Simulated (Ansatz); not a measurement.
`[Cl][Sn-]1[O]C=CC=[O+]1`, relaxed with RKS PBE-D4/def2-SVP in the Gaussian-basis code of Ansatz from a rough embedded geometry. The force threshold is 0.03 eV/Å; the program also tests the step.

Charge 0, multiplicity 1. Sn takes the def2 core potential.

Start:

```xyz
10

Cl   -3.552   -0.844    2.017
Sn   -1.553   -0.986    0.685
O    -1.338   -0.018   -1.058
C    -0.066    0.410   -1.336
C     1.007    0.429   -0.597
C     1.169   -0.107    0.800
O     0.250   -0.713    1.482
H     0.032    0.900   -2.333
H     1.931    0.904   -0.957
H     2.120    0.025    1.297
```

Question: By how much does the energy fall, and how many steps does the optimiser take? (Estimate.)

Answer: Ansatz gave: 268.14 kJ/mol, in 13 steps.

Question: Which bonds change most? (An estimate is asked.)

Answer: Ansatz gave: Sn2–O7 from 1.990 to 2.230 Å; Sn2–O3 from 2.005 to 2.231 Å; C4–C5 from 1.303 to 1.408 Å; C5–C6 from 1.505 to 1.407 Å.

Question: Give the relaxed structure. (Best estimate.)

Answer: Ansatz gave: 
```xyz
10

Cl   -2.681    0.219    1.687
Sn   -1.675   -1.696    0.586
O    -1.159   -0.485   -1.215
C    -0.194    0.349   -1.292
C     0.855    0.560   -0.377
C     1.077   -0.184    0.797
O     0.363   -1.123    1.288
H    -0.184    0.972   -2.219
H     1.595    1.332   -0.630
H     2.002    0.055    1.375
```
